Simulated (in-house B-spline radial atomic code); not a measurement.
How numerical settings move a run on In5+, [Kr] 4d8. Computed with a B-spline radial code for spherical atoms: Dirac-Hartree-Fock, average of configuration, Fermi nucleus of rms radius 4.6156 fm.

Command:
```bash
python run_scf.py task.json out
```
Settings of the sound reference run:
```
Z                49
electrons        44
configuration    [Kr] 4d8
hamiltonian      dirac
method           hf
spin_polarised   False
nucleus          fermi
rms_radius       4.6156
mass_number      115
atomic_mass      114.9039
speed_of_light   137.036
knot_spacing     0.22
spline_order     8
gauss_points     12
box_radius       10.53
max_iterations   70
damping          0.5
damped_steps     3
diis_vectors     10
tolerance        1e-08
start            Thomas-Fermi
```

Time taken, with all properties: 1.8 s on 1 thread of Arm Neoverse N1 (shared host).

It converges in 10 iterations to -5873.960039 hartree, with 4d5/2 at -92.6804 eV. The other runs change the listed settings, some to values that make no sense; their results aren't properties of the atom or ion. Radii are in bohr (the nuclear one in fm), a minus after a letter asks for a j subshell, and «unchanged» means within 1e-8 hartree. The run stops when the residual is below 10 × tolerance × max(1, Z/10), or a noise floor if that is larger, and the energy moves by less than 1e-8 × √|E| hartree; so very loose and very tight tolerances often act alike.

```tsv
changed settings	outcome
knot_spacing = 2, spline_order = 10, box_radius = 1.05, max_iterations = 60, diis_vectors = 0	converged in 18 iterations, energy +9.14e+01 hartree from the reference, 4d5/2 level +2.7e+02 eV (the program warns: 4d5/2 has a positive eigenvalue: unbound, held by the box; 4s1/2 has a positive eigenvalue: unbound, held by the box)
damped_steps = 0	converged in 8 iterations, energy unchanged, 4d5/2 level -4.6e-06 eV
electrons = 45, configuration = [Kr] 4d8 2f1, max_iterations = 50	stopped with error: there is no 2f shell
damped_steps = 8	converged in 13 iterations, energy unchanged, 4d5/2 level +1.4e-05 eV
knot_spacing = 2, spline_order = 3, first_knot = 0.000204, max_iterations = 60, tolerance = 1e-05	converged in 8 iterations, energy +1.21e+03 hartree from the reference, 4d5/2 level -3.1e+01 eV
damped_steps = 30	converged in 20 iterations, energy unchanged
spin_polarised = True	stopped with error: spin polarisation is not served with the Dirac Hamiltonian
max_iterations = 8, tolerance = 0.001	converged in 8 iterations, energy unchanged, 4d5/2 level -3.1e-04 eV
diis_vectors = 20	converged in 10 iterations, energy unchanged
knot_spacing = 0.4, spline_order = 7, max_iterations = 5, tolerance = 0.001	not converged after 5 iterations, last residual 2.2e-02, last energy +8.34e-03 hartree from the reference
diis_vectors = 1	converged in 20 iterations, energy unchanged, 4d5/2 level +1.8e-05 eV
```

Q: What happens with first_knot = 0.000204, max_iterations = 100, damped_steps = 1?

A: Converged in 8 iterations, energy -2.01e-04 hartree from the reference, 4d5/2 level -6.2e-06 eV.

Q: What happens with diis_vectors = 4?

A: Converged in 10 iterations, energy unchanged, 4d5/2 level +3.6e-06 eV.

Q: What happens with damped_steps = 1?

A: Converged in 8 iterations, energy unchanged, 4d5/2 level -6.4e-06 eV.

Q: What happens with electrons = 47, configuration = [Kr] 4d11, max_iterations = 50?

A: Stopped with error: shell 4d holds at most 10 electrons.
